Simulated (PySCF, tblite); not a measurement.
Compound: C₄H₄F₄OSi.
Geometry (GFN2-xTB, Å), atoms numbered from 1 in this order:
```xyz
14
C4H4F4OSi angstrom
O      0.6735    2.4114    0.5134
C     -0.1358    1.5454    0.2925
C      0.3274    0.1742    0.0456
C     -0.4681   -0.8660   -0.1974
C     -1.9673   -0.7905   -0.2553
F     -2.5093   -0.3630    0.9006
F     -2.4086    0.0520   -1.2079
F     -2.5157   -1.9818   -0.5160
Si     2.2271    0.1142    0.1333
F      2.5658   -1.4389   -0.1428
H     -1.2149    1.7570    0.2697
H     -0.0687   -1.8549   -0.3697
H      2.8101    0.8527   -0.9695
H      2.6839    0.3877    1.4812
```

Method: PBE0/pcSseg-1 in PySCF (dipole) on a GFN2-xTB geometry, gas phase.

Masses are those of the commonest isotopes; rigid-rotor values at the optimised geometry. The values belong to one conformer with, in the numbering `[O:1]=[CH:2]/[C:3](=[CH:4]\[C:5]([F:6])([F:7])[F:8])[SiH2:9][F:10]`, O1–C2–C3–C4 179°, C2–C3–Si9–F10 180°.

Question: What are A, B and C (GHz)?

Answer: Ia = 293.81, Ib = 748.64, Ic = 948.24 u·Å²; 505379 MHz·u·Å²/I gives 1720, 675.1 and 533.0 MHz, that is A = 1.7201, B = 0.6751, C = 0.5330 GHz.

Question: What kind of rotor is it?

Answer: An asymmetric top. Ray's parameter κ = (2B − A − C)/(A − C) = -0.761; −1 is the prolate and +1 the oblate limit.

Question: Is it planar, by Δ = Ic − Ia − Ib?

Answer: Not planar: Δ = Ic − Ia − Ib = -94.22 u·Å². For a rigid frame Δ = −2 Σ m c², so Σ m c² = 47.11 u·Å² lies off the ab plane: 3.14 from hydrogen and 43.97 from heavier atoms. The atom farthest from that plane is 1.26 Å away.

Question: Give the other two planar moments, Paa and Pbb, and the rms extents of the mass along the axes.

Answer: Paa = Σ m a² = (Ib + Ic − Ia)/2 = 701.53 and Pbb = Σ m b² = (Ia + Ic − Ib)/2 = 246.70 u·Å². With the mass M = 172.00 u, the rms extents √(P/M) along a, b and c are 2.02, 1.20, 0.52 Å.

Question: Which types of transition are allowed, and where do some lines up to J = 3 fall?

Answer: The dipole components are |μa| = 0.15 D, |μb| = 0.50 D, |μc| = 0.00 D; the mirror of this Cs structure is the ab plane, so μc vanishes by symmetry (the 0.03 D computed is a residue) and there are no c-type lines. Intensities carry the squares of the components, which stand as 0.09 : 1.00 (a : b). Some lines, for components of 0.1 D or more:

| type | branch | J(Ka,Kc) | MHz | lower level (cm⁻¹) |
| --- | --- | --- | --- | --- |
| a | Q | 2(1,1) ← 2(1,2) | 426 | 0.151 |
| b | R | 3(1,2) ← 2(2,1) | 693 | 0.270 |
| a | Q | 3(1,2) ← 3(1,3) | 852 | 0.265 |
| b | Q | 1(1,0) ← 1(0,1) | 1187 | 0.040 |
| a | R | 1(0,1) ← 0(0,0) | 1208 | 0.000 |
| b | Q | 2(1,1) ← 2(0,2) | 1343 | 0.120 |
| b | Q | 3(1,2) ← 3(0,3) | 1600 | 0.240 |
| b | R | 1(1,1) ← 0(0,0) | 2253 | 0.000 |
| a | R | 2(1,2) ← 1(1,1) | 2274 | 0.075 |
| a | R | 2(0,2) ← 1(0,1) | 2403 | 0.040 |
| b | R | 3(0,3) ← 2(1,2) | 2654 | 0.151 |
| b | Q | 3(2,1) ← 3(1,2) | 2998 | 0.293 |
| b | R | 2(1,2) ← 1(0,1) | 3319 | 0.040 |
| a | R | 3(1,3) ← 2(1,2) | 3403 | 0.151 |
| b | Q | 2(2,1) ← 2(1,2) | 3561 | 0.151 |
| a | R | 3(0,3) ← 2(0,2) | 3571 | 0.120 |
| a | R | 3(2,2) ← 2(2,1) | 3624 | 0.270 |
| a | R | 3(2,1) ← 2(2,0) | 3677 | 0.270 |
| b | Q | 3(2,2) ← 3(1,3) | 3783 | 0.265 |
| a | R | 3(1,2) ← 2(1,1) | 3828 | 0.165 |
| b | R | 3(1,3) ← 2(0,2) | 4319 | 0.120 |
| b | Q | 3(3,0) ← 3(2,1) | 5522 | 0.393 |
| b | R | 2(2,1) ← 1(1,0) | 5693 | 0.080 |
| b | R | 2(2,0) ← 1(1,1) | 5849 | 0.075 |
| b | R | 3(2,2) ← 2(1,1) | 6759 | 0.165 |
| b | R | 3(2,1) ← 2(1,2) | 7252 | 0.151 |
| b | R | 3(3,0) ← 2(2,1) | 9213 | 0.270 |

Question: Estimate the classical rotational partition function at 25 K, 100 K and 200 K.

Answer: Point group Cs, symmetry number σ = 1; q = (√π/σ)·√((kT/h)³/(ABC)), k/h = 20836.6 MHz/K: 26800 at 25 K, 214000 at 100 K, 606000 at 200 K.

Its GFN2-xTB frequencies are all real (lowest 33 cm⁻¹). No vibrational averaging or centrifugal distortion is included, and the geometry carries the error of its method.
